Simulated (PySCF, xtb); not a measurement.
CH3N2S, SMILES [NH]C(N)=S (connectivity only; charge and spin as stated), charge -1, multiplicity 1. The values are those of a single conformer.

Harmonic wavenumbers (cm⁻¹) from GFN2-xTB in xtb at its own minimum, in rising order: 313, 367, 440, 526, 714, 732, 759, 1056, 1088, 1310, 1480, 1612, 3332, 3384, 3454.

### Question
What does PySCF with PBE-D3(BJ)/def2-SVPD give at its own minimum? (An estimate is asked for; the answer gives what the named calculation found.)

### Answer
360, 407, 464, 520, 657, 683, 767, 1029, 1098, 1282, 1497, 1552, 3433, 3443, 3578. Paired by order, the mean absolute difference is 44 cm⁻¹ and the zero-point energies are 29.4 and 29.7 kcal/mol.
